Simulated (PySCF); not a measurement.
# Field gradients at the hydrogen positions

Compound: C₆H₆O₂.
Structure used (GFN2-xTB), in Å, numbered top down from 1:
```xyz
14
C6H6O2 angstrom
C      2.059    1.675   -0.710
C      1.564    0.794   -0.069
C      0.936   -0.286    0.671
C     -0.349   -0.674   -0.010
C     -0.478   -1.748   -0.780
C     -1.519    0.224    0.164
O     -2.562    0.116   -0.433
O     -1.319    1.185    1.077
H      2.508    2.449   -1.255
H      1.614   -1.142    0.705
H      0.735    0.056    1.689
H     -1.416   -1.961   -1.264
H      0.334   -2.434   -0.949
H     -2.107    1.746    1.142
```

Level: PBE0/pcSseg-1 (PySCF, non-relativistic); Q(2H) = 0.00286 b; rigid geometry, the same for H and D, with no vibrational averaging.

Question: Rank these positions by the coupling χzz of a deuteron there, largest first.
A. H11 (methylene hydrogen)
B. H12 (vinylic hydrogen)
C. H14 (acid proton)
D. H9 (alkyne hydrogen)

Answer: C (293 kHz), D (267 kHz), B (221 kHz), A (199 kHz).

Question: Give the electric field gradient Vzz (the principal value of largest size), its asymmetry and the 2H coupling at each hydrogen.

Answer: 
| atom | bonded to | bond length (Å) | Vzz (au) | η | χzz (kHz) |
| --- | --- | --- | --- | --- | --- |
| H9 | C1 | 1.049 | 0.3978 | 0.00 | 267 |
| H10 | C3 | 1.093 | 0.2996 | 0.03 | 201 |
| H11 | C3 | 1.093 | 0.2965 | 0.03 | 199 |
| H12 | C5 | 1.077 | 0.3284 | 0.02 | 221 |
| H13 | C5 | 1.077 | 0.3342 | 0.03 | 225 |
| H14 | O8 | 0.969 | 0.4360 | 0.09 | 293 |

Question: Average by the element that carries the hydrogen.

Answer: on C: 223 kHz over 5 positions, mean bond length 1.077 Å; on O: 293 kHz over 1 position, mean bond length 0.969 Å.

Isolated species at its GFN2-xTB geometry (one conformer only). GFN2-xTB bond lengths can be off by several hundredths of an ångström, more for odd bonds, and the gradients follow them. The basis is small and wasn't made for field gradients, so the couplings can be 20 % off.
